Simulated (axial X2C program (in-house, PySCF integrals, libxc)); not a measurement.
What spin–orbit coupling does to NiC⁻

Calculated with an in-house relativistic program for diatomic molecules. Spin-free means the one-electron spin-free X2C Hamiltonian; two-component (2c) means X2C with spin–orbit coupling and atomic mean-field two-electron Coulomb and Gaunt terms, so the difference of the two also holds small scalar two-electron terms. Basis: Ni dyall-acv3z [10s10p7d4f2g], C dyall-av3z [8s7p3d2f] (cores contracted in-house); Gaussian nuclei, density fitting, unrestricted open shells. Masses: Ni 57.935 u, C 12.000 u.

Spin-free state: M_S = 1/2, Λ = 1 (beyond evenly filled blocks: π+α); fragments Ni + C-.

```csv
level,Re (Å),ωe (cm⁻¹),De (eV),μ (D)
PBE0,1.678,563.4,2.920,-1.84
```

Dipoles are positive if C is the positive end and refer to the centre of mass.

Question: Within this multiplet, which Ω should lie lowest by the rule for regular and inverted multiplets?

Answer: The open π shell holds one electron, so the multiplet is regular: Ω = Λ − 1/2 = 1/2. The PBE0 2c search agrees, though Ω = 3/2 of the search lies only 0.07 eV higher.

Two-component determinant lowest at the distance of the search:

Ω = 1/2 (⟨Sz⟩ = -0.51, ⟨Lz⟩ = 1.01 at PBE0); fragments Ni + C-.

```tsv
level	Re (Å)	ωe (cm⁻¹)	μ (D)
PBE0	1.681	566.9	-1.85
```

Question: From the two tables, how do the constants change at the PBE0 level (2c against spin-free)?

Answer: At the PBE0 level Re increases by 0.003 Å and ωe goes up by 3.5 cm⁻¹.

The state is a single determinant with fixed occupations, the lowest that a limited PBE0 search found. Dissociation energies refer to the lowest single-determinant-based atoms at the same level and basis. De is not given where an atomic determinant may have missed its ground term or J level, or where the truncated virtual space spoils (T). Density functionals use the spin component along the axis (collinear). Other states lie close and PBE0, whose exact exchange favours high spin, may order them wrongly; the determinant shown need not be the ground state. The nearest other spin-free determinant of the search, M_S = 3/2, Λ = 0, lies 0.44 eV up at the distance of the search. The functionals have no current-density term, which raises determinants with orbital currents, atoms included. The highest occupied level of some functionals is positive through self-interaction error; at Hartree–Fock it is bound. The determinant is spin-polarised beyond a pure state at some levels (its spin-free form has ⟨S²⟩ too high), which makes Re and μ there less reliable.
